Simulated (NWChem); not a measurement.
System: SiH2OI2; SMILES I[SiH](I)O

Here is an NWChem input.

```
start job
memory heap 200 mb stack 900 mb global 1100 mb
geometry units angstroms
  Si    -0.082118    -1.006504     0.576958
  O     -1.204665    -2.104868     0.250646
  I     -1.135349     1.117384     1.239503
  I      1.314922    -0.600598    -1.408615
  H      0.684130    -1.571486     1.652592
  H     -1.881190    -2.038853    -0.417735
end
basis spherical
  * library def2-svp
end
ecp
  I library def2-ecp
end
dft
  xc xpbe96 cpbe96
  disp vdw 4
  iterations 150
end
driver
  maxiter 120
end
task dft optimize
dft
  grid fine
  convergence energy 1d-8 density 1d-7
end
task dft freq numerical
```

NWChem printed, in part:

```
             Northwest Computational Chemistry Package (NWChem) 7.3.0
             --------------------------------------------------------

 CS  symmetry detected

                             Geometry "geometry" -> ""
                             -------------------------

 Output coordinates in angstroms (scale by  1.889725989 to convert to a.u.)

  No.       Tag          Charge          X              Y              Z
 ---- ---------------- ---------- -------------- -------------- --------------
    1 Si                  14.0000    -1.00172377     0.46711440     0.00000000
    2 O                    8.0000    -2.34356837    -0.41177571     0.00000000
    3 I                   53.0000     0.34548759    -0.03501896     1.99798768
    4 I                   53.0000     0.34548759    -0.03501896    -1.99798768
    5 H                    1.0000    -1.45447836     1.83032474     0.00000000
    6 H                    1.0000    -2.39452587    -1.36371082     0.00000000

 Effective nuclear repulsion energy (a.u.)     908.3522250324

      Symmetry information
      --------------------

 Group name             Cs
 Group number              2
 Group order               2
 No. of unique centers     5

                                Z-matrix (autoz)
                                --------

 Units are Angstrom for bonds and degrees for angles

      Type          Name      I     J     K     L     M      Value
      ----------- --------  ----- ----- ----- ----- ----- ----------
    1 Stretch                  1     2                       1.60406
    2 Stretch                  1     3                       2.46152
    3 Stretch                  1     4                       2.46152
    4 Stretch                  1     5                       1.43643
    5 Stretch                  2     6                       0.95330
    6 Bend                     1     2     6               126.28840
    7 Bend                     2     1     3               110.24715
    8 Bend                     2     1     4               110.24715
    9 Bend                     2     1     5               104.85170
   10 Bend                     3     1     4               108.52261
   11 Bend                     3     1     5               111.47554
   12 Bend                     4     1     5               111.47554
   13 Torsion                  3     1     2     6         -59.89960
   14 Torsion                  4     1     2     6          59.89960
   15 Torsion                  5     1     2     6         180.00000

                           NWChem Geometry Optimization
                           ----------------------------

[...]

      ----------------------
      Optimization converged
      ----------------------

  Step       Energy      Delta E   Gmax     Grms     Xrms     Xmax
  ---- ---------------- -------- -------- -------- -------- --------
@    6    -961.04149694 -3.1D-07  0.00015  0.00005  0.00041  0.00105
                                     ok       ok       ok       ok

                                Z-matrix (autoz)
                                --------

 Units are Angstrom for bonds and degrees for angles

[...]

 Rotational Constants
 --------------------
 A=   0.097420 cm-1  (  0.140163 K)
 B=   0.016206 cm-1  (  0.023316 K)
 C=   0.014227 cm-1  (  0.020469 K)

 Temperature                      =   298.15K
 frequency scaling parameter      =   1.0000

 Zero-Point correction to Energy  =   15.157 kcal/mol  (  0.024154 au)
 Thermal correction to Energy     =   19.093 kcal/mol  (  0.030426 au)
 Thermal correction to Enthalpy   =   19.685 kcal/mol  (  0.031370 au)

 Total Entropy                    =   86.867 cal/mol-K
   - Translational                =   42.971 cal/mol-K (mol. weight = 299.7883)
   - Rotational                   =   30.639 cal/mol-K (symmetry #  =        1)
   - Vibrational                  =   13.257 cal/mol-K

 Cv (constant volume heat capacity) =   19.124 cal/mol-K
   - Translational                  =    2.979 cal/mol-K
   - Rotational                     =    2.979 cal/mol-K
   - Vibrational                    =   13.165 cal/mol-K

[normal modes left out]

 ----------------------------------------------------------------------------
 Normal Eigenvalue ||           Projected Infra Red Intensities
  Mode   [cm**-1]  || [atomic units] [(debye/angs)**2] [(KM/mol)] [arbitrary]
 ------ ---------- || -------------- ----------------- ---------- -----------
    1       -0.000 ||    0.000216           0.005         0.210       0.037
    2       -0.000 ||    0.000013           0.000         0.013       0.002
    3       -0.000 ||    0.000005           0.000         0.005       0.001
    4       -0.000 ||    0.000002           0.000         0.002       0.000
    5        0.000 ||    0.000030           0.001         0.029       0.005
    6        0.000 ||    0.000030           0.001         0.029       0.005
    7       82.262 ||    0.000128           0.003         0.125       0.022
    8      150.591 ||    0.011257           0.260        10.974       1.918
    9      205.864 ||    0.008821           0.204         8.599       1.503
   10      281.337 ||    0.068610           1.583        66.885      11.691
   11      318.625 ||    0.012482           0.288        12.168       2.127
   12      399.239 ||    0.218100           5.032       212.615      37.165
   13      713.847 ||    0.186923           4.312       182.222      31.852
   14      740.701 ||    0.041838           0.965        40.786       7.129
   15      832.042 ||    0.333201           7.687       324.821      56.778
   16      901.512 ||    0.009122           0.210         8.892       1.554
   17     2235.074 ||    0.055281           1.275        53.890       9.420
   18     3746.143 ||    0.110262           2.544       107.489      18.789
 ----------------------------------------------------------------------------
```

Level: PBE-D3(BJ)/def2-SVP with def2 effective core potentials on I. def2 effective core potentials on I; no spin-orbit coupling.
